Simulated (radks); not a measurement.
Results of a calculation; reference values are marked as such.
Trend from K+ to Kr+: ionisation energy by Delta-SCF between NIST ground configurations, and size. Level of theory: scalar-relativistic Kohn-Sham, r2SCAN, spin-polarised, spherical densities, finite nucleus; open shells are filled with parallel spins first; meta-GGA in the generalised Kohn-Sham scheme; Fermi nuclear charge, rms radius of each element as measured or else 0.836 A^(1/3) + 0.57 fm (a radial shooting solver on a logarithmic mesh with Libxc functionals).

species,configuration,configuration of the ion,IE (eV),NIST (eV),kind,-e(HOMO) (eV),outermost,<r> outermost (bohr),r at 0.001 e/bohr^3 (bohr)
K+,[Ar],[Ne] 3s2 3p5,32.092,31.625,exp.,25.469 (3p),3p,1.42,3.29
Ca+,[Ar] 4s1,[Ar],11.720,11.872,exp.,9.435 (4s),4s,3.61,4.33
Sc+,[Ar] 3d1 4s1,[Ar] 3d1,12.970,12.800,exp.,10.226 (3d),4s,3.33,4.27
Ti+,[Ar] 3d2 4s1,[Ar] 3d2,13.917,13.576,exp.,11.163 (4s),4s,3.13,4.17
V+,[Ar] 3d4,[Ar] 3d3,15.798,14.63,exp.,9.834 (3d),3d,1.50,3.60
Cr+,[Ar] 3d5,[Ar] 3d4,17.376,16.486,exp.,10.999 (3d),3d,1.37,3.52
Mn+,[Ar] 3d5 4s1,[Ar] 3d5,16.156,15.640,exp.,12.895 (4s),4s,2.73,3.89
Fe+,[Ar] 3d6 4s1,[Ar] 3d6,16.709,16.199,exp.,12.432 (3d),4s,2.64,3.84
Co+,[Ar] 3d8,[Ar] 3d7,17.470,17.084,exp.,10.822 (3d),3d,1.17,3.41
Ni+,[Ar] 3d9,[Ar] 3d8,19.293,18.169,exp.,12.252 (3d),3d,1.08,3.35
Cu+,[Ar] 3d10,[Ar] 3d9,21.032,20.292,exp.,13.631 (3d),3d,1.01,3.29
Zn+,[Ar] 3d10 4s1,[Ar] 3d10,18.543,17.964,exp.,14.872 (4s),4s,2.39,3.62
Ga+,[Ar] 3d10 4s2,[Ar] 3d10 4s1,20.525,20.515,exp.,16.614 (4s),4s,2.22,3.74
Ge+,[Ar] 3d10 4s2 4p1,[Ar] 3d10 4s2,15.685,15.935,exp.,11.825 (4p),4p,2.52,3.92
As+,[Ar] 3d10 4s2 4p2,[Ar] 3d10 4s2 4p1,18.856,18.589,exp.,14.434 (4p),4p,2.28,3.92
Se+,[Ar] 3d10 4s2 4p3,[Ar] 3d10 4s2 4p2,21.792,21.20,exp.,16.922 (4p),4p,2.09,3.86
Br+,[Ar] 3d10 4s2 4p4,[Ar] 3d10 4s2 4p3,21.030,21.591,exp.,16.440 (4p),4p,1.97,3.79
Kr+,[Ar] 3d10 4s2 4p5,[Ar] 3d10 4s2 4p4,24.569,24.360,exp.,19.384 (4p),4p,1.83,3.71

Reference values: NIST Atomic Spectra Database (exp. = measured, semi-emp. = semi-empirical, theory = theoretical value adopted there). Open shells are spherical and high-spin; term and fine-structure splittings are not resolved.
